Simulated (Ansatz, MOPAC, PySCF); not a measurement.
Complex: CH6OSi (SMILES CO[SiH3]) (first 9 atoms) with CH4 (SMILES C); geometry from B3LYP-D3(BJ)/def2-TZVP.
(charge 0, multiplicity 1):
```xyz
14

C     -1.605    -0.467     0.322
O     -0.549     0.465     0.151
Si     0.949     0.040    -0.383
H     -2.479     0.074     0.682
H     -1.860    -0.956    -0.624
H     -1.341    -1.234     1.057
H      1.555    -0.989     0.500
H      1.761     1.272    -0.372
H      0.881    -0.521    -1.757
C      0.039     0.042     3.626
H     -0.183     0.713     2.798
H     -0.887    -0.394     4.002
H      0.698    -0.753     3.279
H      0.528     0.594     4.427
```

Counterpoise-corrected where a basis set is named; no monomer relaxation.

Frozen-core correlation. The state that PM3 reach isn't checked.

Codes used: Ansatz (Gaussian orbitals); MOPAC for PM3 (differences of heats of formation); PySCF for M06-2X, the dispersion terms. Each number belongs to the level named beside it.

| level | interaction energy (kJ/mol) |
|---|---|
| PM3 | -0.4 |
| SVWN5/def2-TZVPPD | -8.6 |
| PBE-D4/def2-TZVPPD | -6.0 |
| revPBE-D3(BJ)/def2-TZVPPD | -5.6 |
| r2SCAN/def2-TZVPPD | -2.8 |
| M06-2X/def2-TZVPPD | -4.5 |
| wB97X-V/def2-TZVPPD | … |
| MP2/aug-cc-pV(D+d)Z | -3.7 |
| CCSD(T)/aug-cc-pV(D+d)Z | -4.0 |

Question: Complete the blanks.

Answer: 
- wB97X-V/def2-TZVPPD, interaction energy (kJ/mol): -5.1

Ansatz is a first-principles code.
